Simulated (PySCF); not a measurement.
## `C=C1C[C@@H](C)[C@H](Cl)[SiH2]1`, C6H11ClSi

Molfile (atoms numbered from 1):
```
C6H11ClSi
     RDKit          3D

 19 19  0  0  0  0  0  0  0  0999 V2000
   -2.2129   -1.2963    0.2739 C   0  0  0  0  0  0  0  0  0  0  0  0
   -1.2506   -0.3899    0.1895 C   0  0  0  0  0  0  0  0  0  0  0  0
   -0.1425   -0.2600    1.2011 C   0  0  0  0  0  0  0  0  0  0  0  0
    1.1121    0.2710    0.4987 C   0  0  1  0  0  0  0  0  0  0  0  0
    1.7585   -0.8230   -0.3468 C   0  0  0  0  0  0  0  0  0  0  0  0
    0.6829    1.4305   -0.3971 C   0  0  2  0  0  0  0  0  0  0  0  0
    0.4092    2.8912    0.6102 Cl  0  0  0  0  0  0  0  0  0  0  0  0
   -0.9999    0.9099   -1.1549 Si  0  0  0  0  0  4  0  0  0  0  0  0
   -2.2589   -2.0152    1.0788 H   0  0  0  0  0  0  0  0  0  0  0  0
   -3.0005   -1.3549   -0.4584 H   0  0  0  0  0  0  0  0  0  0  0  0
    0.0578   -1.2073    1.7044 H   0  0  0  0  0  0  0  0  0  0  0  0
   -0.4549    0.4643    1.9592 H   0  0  0  0  0  0  0  0  0  0  0  0
    1.8383    0.6166    1.2426 H   0  0  0  0  0  0  0  0  0  0  0  0
    2.0943   -1.6398    0.2884 H   0  0  0  0  0  0  0  0  0  0  0  0
    1.0447   -1.2177   -1.0671 H   0  0  0  0  0  0  0  0  0  0  0  0
    2.6189   -0.4353   -0.8880 H   0  0  0  0  0  0  0  0  0  0  0  0
    1.4724    1.7076   -1.0936 H   0  0  0  0  0  0  0  0  0  0  0  0
   -0.8281    0.3408   -2.4950 H   0  0  0  0  0  0  0  0  0  0  0  0
   -1.9507    2.0168   -1.1533 H   0  0  0  0  0  0  0  0  0  0  0  0
  1  2  2  0
  2  3  1  0
  3  4  1  0
  4  5  1  0
  4  6  1  0
  6  7  1  0
  6  8  1  0
  8  2  1  0
  1  9  1  0
  1 10  1  0
  3 11  1  0
  3 12  1  0
  4 13  1  1
  5 14  1  0
  5 15  1  0
  5 16  1  0
  6 17  1  6
  8 18  1  0
  8 19  1  0
M  END
```

Level of theory: TDDFT BHandHLYP/def2-SVPD circular dichroism and optical rotation, one conformer, gas phase in PySCF. Geometry: GFN2-xTB.

Stereocentres: C4 R, C6 S.

Task: Give the optical rotatory dispersion at 633, 589.3, 546, 436, 405, 365, 355 nm.

Result: [α] in deg dm⁻¹ (g/mL)⁻¹:
```tsv
λ (nm)	origin-invariant length gauge	modified velocity gauge	length gauge (centre of mass)	isotropic polarisability (au)
633	+78.0	+87.2	+79.2	108.2
589.3	+92.1	+102.7	+93.5	108.7
546	+110.3	+123.0	+112.1	109.2
436	+195.1	+216.2	+198.3	111.5
405	+239.2	+264.3	+243.0	112.6
365	+325.3	+357.9	+330.6	114.4
355	+355.0	+389.9	+360.7	115.0
```

Task: And for the mirror image at 589.3 nm?

Result: -92.1 deg dm⁻¹ (g/mL)⁻¹ (origin-invariant length gauge): the same size and the opposite sign.

Task: What is the molar rotation [Φ] = [α]·M/100 of the geometry above at 589.3 nm?

Result: With M = 146.69 g/mol, +135.1 deg cm² dmol⁻¹ (origin-invariant length gauge).

The first excitation lies at 6.46 eV (192 nm) with R = +40.9 × 10⁻⁴⁰ esu² cm² (velocity form).
